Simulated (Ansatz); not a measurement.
C2H6FGaSe, SMILES `C[C](F)([GaH2])[SeH]`. The species carries charge 0 and has multiplicity 1. The geometry is a stationary point of PBE0-D4/def2-TZVP. It is one conformer, not always the lowest.

```xyz
11

C     0.787   -1.063    0.566
C    -0.400   -0.448   -0.106
F    -1.311   -1.425   -0.422
Ga   -1.127    1.370    0.269
Se    0.117    0.389   -1.920
H     0.454   -1.514    1.506
H     1.246   -1.844   -0.047
H     1.534   -0.304    0.804
H    -0.130    2.369    0.941
H    -2.612    1.642   -0.117
H     1.444    0.828   -1.472
```

(1) What is the dipole moment at r2SCAN/def2-TZVPP? (Best estimate.)

(2) And with PBE, B3LYP, ωB97M-V? (Best estimate.)

(3) Give the Mulliken charges with r2SCAN, PBE, B3LYP in def2-TZVPP. (Best estimate.)

## Answers

(1) Ansatz gave: 2.13 D, with components (1.99, -0.27, 0.69) D in this frame, pointing from negative to positive charge.

(2) Ansatz gave: PBE 2.05 D, B3LYP 2.05 D, ωB97M-V 2.03 D.

(3) The calculation gave: 
```csv
atom,r2SCAN,PBE,B3LYP
C1,-0.13,-0.24,-0.24
C2,0.15,0.14,0.16
F3,-0.21,-0.17,-0.22
Ga4,0.16,0.07,0.13
Se5,-0.09,-0.07,-0.07
H6,0.06,0.10,0.10
H7,0.07,0.10,0.11
H8,0.05,0.09,0.08
H9,-0.06,-0.05,-0.06
H10,-0.06,-0.04,-0.05
H11,0.07,0.07,0.06
```

B3LYP here is the variant with VWN-RPA as its local correlation; programs differ in this.
